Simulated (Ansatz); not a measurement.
Digermane, one more setting.

```yaml
crystal:
  periodic: [false, false, false]
  atoms:
    - {symbol: Ge, position_ang: [-0.557150, 0.260243, -1.041086]}
    - {symbol: Ge, position_ang: [0.580313, -0.275071, 1.026903]}
    - {symbol: H, position_ang: [-0.351230, -0.862013, -2.071302]}
    - {symbol: H, position_ang: [-2.065039, 0.427355, -0.792983]}
    - {symbol: H, position_ang: [-0.008663, 1.571007, -1.627849]}
    - {symbol: H, position_ang: [0.359866, 0.840798, 2.061070]}
    - {symbol: H, position_ang: [2.090566, -0.425663, 0.782654]}
    - {symbol: H, position_ang: [0.043535, -1.593756, 1.606694]}
basis:
  gaussian: {orbitals: def2-mTZVPP, nuclear_model: gaussian}
total_charge: 1
magnetization: {spin_polarized: true, initial_magnetization: 1}
hamiltonian: {xc: {name: B2PLYP}}
scf: {lower_state_search: off}
output: {forces: true}
```

```sh
$ ansatz run in.yaml --threads 2 --pin off --events-out ev --progress --plain --max-ram 20480MiB --backend cpu
```

Shortened log:

```
Functional definition: B2PLYP
981 factors; integrals over basis functions are off by at most 6.8e-4 eV
mean field evaluation 1: about -113098.0059 eV, gradient 7.5e0 eV
mean field evaluation 2: about -113098.0034 eV, gradient 7.5e0 eV
mean field evaluation 4: about -113098.2433 eV, gradient 1.3e0 eV
mean field evaluation 8: about -113098.2490 eV, gradient 1.5e-2 eV
mean field evaluation 16: about -113098.2490 eV, gradient 3.2e-5 eV
mean field -113098.24897770 eV, -4156.2839891841 hartree, gradient 1.7e-6 eV, S^2 0.753524; 0 other end points of the search recorded, 0 dependent functions left out
18 core orbitals not correlated: weight in the atoms' cores, before any rotation towards them, 1.000 or more for the frozen orbitals, at most 0.000 for the correlated occupied ones
reference -113098.24913464 eV, -4156.2839949512 hartree; 17, 16 occupied and 67, 68 virtual orbitals, 981 factors
second order -14.54147814 eV of doubles, -0.00000000 eV of singles
Total energy: -113102.17533373 eV, -4156.4282801068 hartree
Atom 0 at    -0.557150     0.260243    -1.041086 Å, force    -1.905427     0.897841    -3.463986 eV/Å
Atom 1 at     0.580313    -0.275071     1.026903 Å, force     1.904883    -0.895272     3.465018 eV/Å
Atom 2 at    -0.351230    -0.862013    -2.071302 Å, force     0.374253    -0.234963     0.599014 eV/Å
Atom 3 at    -2.065039     0.427355    -0.792983 Å, force     0.275163    -0.161712     0.672245 eV/Å
Atom 4 at    -0.008663     1.571007    -1.627849 Å, force     0.393493    -0.095282     0.624305 eV/Å
Atom 5 at     0.359866     0.840798     2.061070 Å, force    -0.374248     0.234134    -0.598886 eV/Å
Atom 6 at     2.090566    -0.425663     0.782654 Å, force    -0.275173     0.160788    -0.672623 eV/Å
Atom 7 at     0.043535    -1.593756     1.606694 Å, force    -0.392944     0.094466    -0.625087 eV/Å
Dipole moment:     0.000010    -0.000054    -0.000020 e Å
Checks for a lower state left out: starts, cluster_reference, orbital_swaps, neighbouring_geometries, increment
```

It took 9 s on 2 threads of a server CPU on a shared host, with 0.4 GiB of host memory at the peak.
